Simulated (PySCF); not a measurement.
Geometry (Å), atoms numbered from 1 in this order:
```xyz
22

C    -0.7362   -0.5881    1.9265
O    -0.1743    0.4555    1.1639
C    -0.5504    0.5163   -0.2145
C    -2.0661    0.6753   -0.3788
C    -0.0898   -0.6647   -1.0192
C     1.0283   -1.3596   -0.8627
C     2.1346   -1.2231    0.1190
F     1.2444   -2.3855   -1.7391
Si    0.3804    2.1154   -0.7517
F     1.9559    1.8037   -0.7088
H    -1.7904   -0.3973    2.1528
H    -0.1751   -0.6189    2.8596
H    -0.6449   -1.5517    1.4167
H    -2.4262    1.4764    0.2631
H    -2.5887   -0.2446   -0.1196
H    -2.3012    0.9250   -1.4098
H    -0.7419   -0.9447   -1.8349
H     1.9232   -0.4249    0.8204
H     2.2765   -2.1631    0.6530
H     3.0582   -0.9977   -0.4136
H     0.1061    2.4445   -2.1429
H     0.1673    3.1710    0.2200
```

[PySCF 2.14: coordinates at the GFN2-xTB level; shielding tensors at PBE0/pcSseg-1 (GIAO); one averaged value for each set of equivalent atoms; no solvent; one computed conformer; no relativistic terms]

Chemical shifts δ = σref − σ; ¹³C (186.93 ppm) vs TMS, all at this level.

Q: Do the ¹³C shifts follow the atomic charges (in e)? Tabulate both.

A: 
| atoms | hybridisation | δ (ppm) | σ para (ppm) | Hirshfeld | IAO | Mulliken | ESP-fitted |
| --- | --- | --- | --- | --- | --- | --- | --- |
| C6 | sp2 | 174.3 | -242 | +0.10 | +0.31 | +0.18 | +0.52 |
| C5 | sp2 | 108.6 | -183 | -0.10 | -0.26 | -0.17 | -0.64 |
| C3 | sp3 | 72.9 | -133 | +0.00 | -0.05 | -0.30 | +0.39 |
| C1 | sp3 | 49.1 | -109 | -0.04 | -0.21 | -0.03 | -0.25 |
| C4 | sp3 | 19.8 | -82 | -0.13 | -0.43 | -0.20 | -0.63 |
| C7 | sp3 | 18.3 | -84 | -0.13 | -0.45 | -0.24 | -0.52 |

Correlation coefficients of δ with charge over these carbons: Hirshfeld +0.82, IAO +0.89, Mulliken +0.71, ESP-fitted +0.63; with the paramagnetic shielding -1.00. Among the 4 sp3 carbons alone: Hirshfeld +1.00, IAO +1.00, Mulliken -0.12, ESP-fitted +0.97. With so few points, grouped by hybridisation, these coefficients are fragile. Charge is one influence among several: hybridisation and low-lying excitations act through the paramagnetic term.

Shifts are as computed. Against solution values, carbons near 30 ppm lie about +3 ppm off and those near 130 ppm about +5 ppm. Of 1211 compounds with measured shifts, 218 miss one by over three times the rms of a fit or turn the order of signals round; such compounds aren't used in these exercises.
